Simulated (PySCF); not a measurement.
Species: C₅H₉AsO₂.
Structure used (PBE0-D3(BJ)/def2-SVP), in Å, numbered top down from 1:
```xyz
17
C5H9AsO2 angstrom
O      2.681   -1.001    0.798
C      2.654   -0.526   -0.301
O      1.623    0.105   -0.856
C      0.437    0.248   -0.061
C     -0.454   -0.984   -0.175
C     -1.781   -0.684    0.512
As    -2.152    1.270    0.243
C     -0.343    1.451   -0.546
H      3.500   -0.542   -1.020
H      0.744    0.381    0.990
H     -0.608   -1.184   -1.249
H      0.046   -1.865    0.256
H     -2.608   -1.278    0.097
H     -1.738   -0.884    1.592
H     -1.701    1.677    1.646
H      0.122    2.408   -0.271
H     -0.439    1.420   -1.643
```

Computed with TDDFT PBE0/def2-SVPD, vertical, gas phase, core orbitals frozen in the response (PySCF). Relativistic effects, spin–orbit coupling among them, are left out although an element past zinc is present.

Transition dipole moments from the ground state, in atomic units and in the frame of the coordinates above (overall signs are arbitrary), for the states with f of 0.002 or more among the lowest 7:

| state | E (eV) | μx | μy | μz |
| --- | --- | --- | --- | --- |
| S1 | 5.883 | 0.147 | 0.097 | 0.043 |
| S2 | 6.125 | -0.055 | -0.155 | 0.536 |
| S3 | 6.188 | -0.451 | -0.398 | -0.064 |
| S4 | 6.440 | 0.094 | 0.267 | 0.016 |
| S5 | 7.101 | 0.718 | -0.573 | 0.116 |
| S6 | 7.326 | 0.201 | -0.209 | -0.136 |
| S7 | 7.463 | 0.093 | 0.034 | -0.136 |

Q: Work out the oscillator strengths.

A: f = (2/3) ΔE |μ|² with ΔE in hartree (27.2114 eV).

```json
{"state": "S1", "|μ|² (au)": "0.033", "|μ| (D)": "0.46", "f": "0.005"}
{"state": "S2", "|μ|² (au)": "0.315", "|μ| (D)": "1.43", "f": "0.047"}
{"state": "S3", "|μ|² (au)": "0.366", "|μ| (D)": "1.54", "f": "0.056"}
{"state": "S4", "|μ|² (au)": "0.080", "|μ| (D)": "0.72", "f": "0.013"}
{"state": "S5", "|μ|² (au)": "0.858", "|μ| (D)": "2.35", "f": "0.149"}
{"state": "S6", "|μ|² (au)": "0.103", "|μ| (D)": "0.81", "f": "0.018"}
{"state": "S7", "|μ|² (au)": "0.028", "|μ| (D)": "0.43", "f": "0.005"}
```

Q: What angle do the transition dipoles of S3 and S6 make?

A: |cos θ| = |μa·μb| / (|μa| |μb|) = 0.01, so θ ≈ 90° (taken between 0 and 90°, since the signs are arbitrary).

All these states lie below the vertical ionisation energy of 9.15 eV (ΔSCF).

The run took 6.6 min on one thread, Arm Neoverse N1 (aarch64) (shared host), and the process peaked at 1.2 GiB of memory.

One conformer stands for the species.
